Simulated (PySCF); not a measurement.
A side-by-side comparison of computed properties.

First species: C₅H₁₂NP.
InChI=1S/C5H12NP/c1-4-6(3)7-5-2/h5H,4H2,1-3H3

Second species: C4H10OSi.
Cartesian coordinates in Å at the GFN2-xTB level; atoms count from 1:
```xyz
16
C4H10OSi angstrom
C      2.944   -0.056    0.231
C      1.849   -0.711   -0.106
C      0.607   -0.069   -0.636
C     -0.571   -0.270    0.321
Si    -2.177    0.532   -0.310
O     -3.418    0.272    0.711
H      3.815   -0.554    0.624
H      3.018    1.014    0.123
H      1.797   -1.786    0.015
H      0.779    0.998   -0.787
H      0.358   -0.510   -1.604
H     -0.293    0.138    1.297
H     -0.724   -1.342    0.472
H     -2.670   -0.106   -1.523
H     -1.952    1.972   -0.478
H     -3.369    0.487    1.638
```

Levels: B3LYP/def2-SVPD for dipole moment, HOMO energy, LUMO energy, HOMO–LUMO gap, static isotropic polarisability and electronic spatial extent ⟨r²⟩ about the centre of nuclear charge; TDDFT B3LYP/def2-SVPD for lowest singlet excitation; TDA B3LYP/def2-SVPD for lowest triplet excitation (Tamm–Dancoff); GFN2-xTB for rotational constant A and rotational constant C. Geometries: GFN2-xTB. Each structure is a single optimised conformer of the isolated species, non-relativistic unless stated; the electronic structure was computed with PySCF and density fitting.

The conformers computed, where there is a choice (atom-mapped SMILES and torsion angles):
- `[CH3:1]/[CH:2]=[P:3]/[N:4]([CH3:5])[CH2:6][CH3:7]`: C2–P3–N4–C5 4°, P3–N4–C6–C7 92°
- `[CH2:1]=[CH:2][CH2:3][CH2:4][SiH2:5][OH:6]`: C1–C2–C3–C4 -116°, C2–C3–C4–Si5 180°, C3–C4–Si5–O6 179°, H–O6–Si5–C4 53°

| property | column X | column Y |
| --- | --- | --- |
| dipole moment | 1.71 D | 1.36 D |
| HOMO energy | -5.51 eV | -7.23 eV |
| LUMO energy | -0.80 eV | -0.16 eV |
| HOMO–LUMO gap | 4.71 eV | 7.07 eV |
| lowest singlet excitation | 4.47 eV | 6.39 eV |
| lowest triplet excitation (Tamm–Dancoff) | 2.67 eV | 4.55 eV |
| static isotropic polarisability | 100.5 au | 80.6 au |
| electronic spatial extent ⟨r²⟩ about the centre of nuclear charge | 1246 bohr² | 1221 bohr² |
| rotational constant A | 4.523 GHz | 10.999 GHz |
| rotational constant C | 1.037 GHz | 0.950 GHz |

Problem. Which column belongs to which species?

Solution. Column X is the first species and column Y the second. The first has 19 atoms and 64 electrons, the second 16 and 56.

Problem. How does each property change from the first species to the second?

Solution. dipole moment -0.35 D; HOMO energy -1.72 eV; LUMO energy +0.64 eV; HOMO–LUMO gap +2.36 eV; lowest singlet excitation +1.92 eV; lowest triplet excitation (Tamm–Dancoff) +1.88 eV; static isotropic polarisability -19.9 au; electronic spatial extent ⟨r²⟩ about the centre of nuclear charge -25 bohr²; rotational constant A +6.476 GHz; rotational constant C -0.087 GHz.

On the first: S1 lies 0.24 eV below the HOMO–LUMO gap; its leading configuration is HOMO→LUMO, weight 0.93. The vertical singlet–triplet gap S1 − T1 is 1.80 eV (TDDFT singlet less Tamm–Dancoff triplet; S1: HOMO→LUMO, weight 0.93; T1: HOMO→LUMO, weight 0.96).

On the second: A dipole of 1.36 D is allowed in C1, and pure rotational transitions are dipole-allowed. The vertical singlet–triplet gap S1 − T1 is 1.84 eV (TDDFT singlet less Tamm–Dancoff triplet; S1: HOMO→LUMO, weight 0.91; T1: HOMO→LUMO+1, weight 0.88).
